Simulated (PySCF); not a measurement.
## Correlation energy of Te³⁺ (tellurium, charge +3)

[Kr] 4d10 5s2 5p1, 2P determinant. Computed with PySCF 2.14 in aug-cc-pVTZ-PP with one added diffuse shell each of d, f type with ECP28MDF (6s5p5d3f, 67 functions), with a scalar-relativistic core potential. Frozen: 4s2 4p6 4d10; 3 electrons correlated.

| level | correlation energy (mhartree) |
| --- | --- |
| CCSD | -47.48 |
| (T) | -0.56 |
| CCSD(T) | -48.04 |

Diagnostics: T1 = 0.0074, D1 = 0.0172, largest double amplitude 0.093.

Cost of the coupled-cluster step: about 3 core-seconds, for 3 correlated electrons.

Iterations:

```
CC2 = 0
CCSD nocc = (np.int64(2), np.int64(1)), nmo = (58, 58)
frozen orbitals [[0, 1, 2, 3, 4, 5, 6, 7, 8], [0, 1, 2, 3, 4, 5, 6, 7, 8]]
max_cycle = 100
direct = 0
conv_tol = 1e-08
conv_tol_normt = 1e-06
diis_space = 8
diis_start_cycle = 0
Init t2, MP2 energy = -0.0354880386322607
Init E_corr(UCCSD) = -0.0354880386394167
cycle = 1  E_corr(UCCSD) = -0.0436205957436671  dE = -0.0081325571  norm(t1,t2) = 0.0394439
cycle = 2  E_corr(UCCSD) = -0.0460512002693785  dE = -0.00243060453  norm(t1,t2) = 0.0149407
cycle = 3  E_corr(UCCSD) = -0.0474896946906257  dE = -0.00143849442  norm(t1,t2) = 0.00620014
cycle = 4  E_corr(UCCSD) = -0.0474761353075196  dE = 1.35593831e-05  norm(t1,t2) = 0.000597023
cycle = 5  E_corr(UCCSD) = -0.0474813591649871  dE = -5.22385747e-06  norm(t1,t2) = 6.74591e-05
cycle = 6  E_corr(UCCSD) = -0.0474803356949  dE = 1.02347009e-06  norm(t1,t2) = 7.4468e-06
cycle = 7  E_corr(UCCSD) = -0.0474806917214691  dE = -3.56026569e-07  norm(t1,t2) = 1.56229e-06
cycle = 8  E_corr(UCCSD) = -0.0474805881116452  dE = 1.03609824e-07  norm(t1,t2) = 4.08555e-07
cycle = 9  E_corr(UCCSD) = -0.047480594265909  dE = -6.15426377e-09  norm(t1,t2) = 6.77162e-08
UCCSD converged
E(UCCSD) = -265.1038265585891  E_corr = -0.04748059426590899
UCCSD(T) correction = -0.000558259884049581
```
